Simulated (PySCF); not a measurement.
SiF2I2, SMILES F[Si](F)(I)I.

Geometry optimised at B3LYP-D3(BJ)/def2-SVP. The def2 effective core potentials stand for the cores of I; spin–orbit coupling is left out.

All values below come from TDA-CAM-B3LYP/def2-SVPD in PySCF.

Vertical excitations. The molecule is in vacuum. State labels are in the subgroup C2v.

Problem. Estimate the UV-visible absorptions. (The exact figures need the calculation; the answer reports its results.)

Solution. 
```json
[
 {"state": "S1", "symmetry": "B1", "energy (eV)": "5.02", "λ (nm)": "247", "f": "0.035", "main pairs": "HOMO→LUMO 94 %"},
 {"state": "S2", "symmetry": "A2", "energy (eV)": "5.16", "λ (nm)": "240", "f": "0.000", "main pairs": "HOMO−1→LUMO 95 %"},
 {"state": "S3", "symmetry": "B2", "energy (eV)": "5.50", "λ (nm)": "225", "f": "0.005", "main pairs": "HOMO−2→LUMO 93 %"},
 {"state": "S4", "symmetry": "A1", "energy (eV)": "5.65", "λ (nm)": "219", "f": "0.004", "main pairs": "HOMO−3→LUMO 91 %"},
 {"state": "S5", "symmetry": "A2", "energy (eV)": "6.92", "λ (nm)": "179", "f": "0.000", "main pairs": "HOMO→LUMO+3 97 %"},
 {"state": "S6", "symmetry": "B1", "energy (eV)": "7.03", "λ (nm)": "176", "f": "0.058", "main pairs": "HOMO−4→LUMO 51 %, HOMO−1→LUMO+3 44 %"},
 {"state": "S7", "symmetry": "B1", "energy (eV)": "7.24", "λ (nm)": "171", "f": "0.055", "main pairs": "HOMO→LUMO+2 43 %, HOMO−1→LUMO+3 18 %, HOMO→LUMO+4 11 %, HOMO−4→LUMO 9 %"},
 {"state": "S8", "symmetry": "A2", "energy (eV)": "7.38", "λ (nm)": "168", "f": "0.000", "main pairs": "HOMO−1→LUMO+2 61 %, HOMO−2→LUMO+1 13 %"},
 {"state": "S9", "symmetry": "A1", "energy (eV)": "7.43", "λ (nm)": "167", "f": "0.033", "main pairs": "HOMO→LUMO+1 58 %, HOMO−3→LUMO+2 10 %"},
 {"state": "S10", "symmetry": "B1", "energy (eV)": "7.48", "λ (nm)": "166", "f": "0.000", "main pairs": "HOMO→LUMO+2 45 %, HOMO→LUMO+5 17 %, HOMO→LUMO+4 11 %, HOMO−1→LUMO+3 10 %"},
 {"state": "T1", "symmetry": "B1", "energy (eV)": "4.47", "λ (nm)": "277", "f": "0", "main pairs": "HOMO→LUMO 93 %"},
 {"state": "T2", "symmetry": "A2", "energy (eV)": "4.69", "λ (nm)": "264", "f": "0", "main pairs": "HOMO−1→LUMO 92 %"},
 {"state": "T3", "symmetry": "B2", "energy (eV)": "4.98", "λ (nm)": "249", "f": "0", "main pairs": "HOMO−2→LUMO 89 %"},
 {"state": "T4", "symmetry": "A1", "energy (eV)": "5.12", "λ (nm)": "242", "f": "0", "main pairs": "HOMO−3→LUMO 87 %"}
]
```
Triplets are in the Tamm–Dancoff approximation.
